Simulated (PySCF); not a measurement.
# Dipole moment and polarisability of `O=CC1(F)CCOCC1`

Species: C6H9FO2.
Atom-mapped SMILES: `[O:1]=[CH:2][C:3]1([F:4])[CH2:5][CH2:6][O:7][CH2:8][CH2:9]1` (hydrogens: H10 on C2; H11, H12 on C5; H13, H14 on C6; H15, H16 on C8; H17, H18 on C9)

Geometry (GFN2-xTB, Å), atoms numbered from 1 in this order:
```xyz
18
C6H9FO2 angstrom
O      1.2710    1.0146    1.6426
C      1.5839    0.9670    0.4876
C      0.7798    0.3137   -0.6159
F      1.5070    0.4908   -1.7922
C      0.6038   -1.1939   -0.3864
C     -0.4321   -1.4484    0.7120
O     -1.6628   -0.8341    0.4156
C     -1.5347    0.5648    0.3347
C     -0.5917    0.9784   -0.7982
H      2.5245    1.4134    0.1153
H      1.5589   -1.6491   -0.1209
H      0.2570   -1.6287   -1.3265
H     -0.6398   -2.5172    0.7907
H     -0.0483   -1.0828    1.6753
H     -2.5391    0.9490    0.1481
H     -1.1667    0.9663    1.2895
H     -0.4844    2.0635   -0.8284
H     -0.9950    0.6389   -1.7546
```

Level: PBE0/def2-SVPD (PySCF), static field, nuclei fixed, core orbitals frozen in the response. The polarisability tensor in these axes (au):

```
x   76.46  1.62 -1.68
y    1.62 73.70 -0.85
z   -1.68 -0.85 73.31
```

**Question.** Give the principal values, the mean and the anisotropy Δα = √{½[(α1 − α2)² + (α2 − α3)² + (α1 − α3)²]}.

**Answer.** Principal values 72.54, 72.97 and 77.97 au; mean 74.49 au = 11.04 Å³ = 12.28 × 10⁻⁴⁰ C²·m²/J; Δα = 5.23 au (7 % of the mean).

**Question.** What is the dipole moment, and where does it point?

**Answer.** (0.21, -0.03, -0.71) D, 0.74 D in size, pointing from the negative to the positive side. Measured along this direction, the outermost atoms are H16 and H14 at the negative end and F4 at the positive end.

**Question.** Refractivity n − 1 of an ideal gas of it at 350 K and 1 atm, from the electronic α?

**Answer.** N = p/kT = 2.0968 × 10¹⁹ cm⁻³, so n − 1 = 2π × N × 11.04 × 10⁻²⁴ cm³ = 1454 × 10⁻⁶ at long wavelengths, for an ideal gas.

**Question.** Rayleigh depolarisation ratio (linearly polarised light, static tensor)?

**Answer.** ρ = 3Δα²/(45ᾱ² + 4Δα²) = 82.0/(249713 + 109.3) = 0.000328.

**Question.** Molar refractivity from α?

**Answer.** Lorentz–Lorenz: R = (4π/3)N_A α = 2.5225 cm³/(mol·Å³) × 11.04 Å³ = 27.8 cm³/mol, in the limit of long wavelengths.

**Question.** What are the principal values of the traceless quadrupole moment, Θ = ½Σq(3rr − r²1), about the centre of nuclear charge?

**Answer.** -8.16, -3.34, 11.51 D·Å. The values depend on the origin, since the dipole doesn't vanish. The electronic extent ⟨r²⟩ about the same centre is 1040 bohr², a root-mean-square distance of 2.04 Å for the 70 electrons.

One conformer (not necessarily the lowest) at the GFN2-xTB geometry, without solvent, vibrations or thermal averaging.
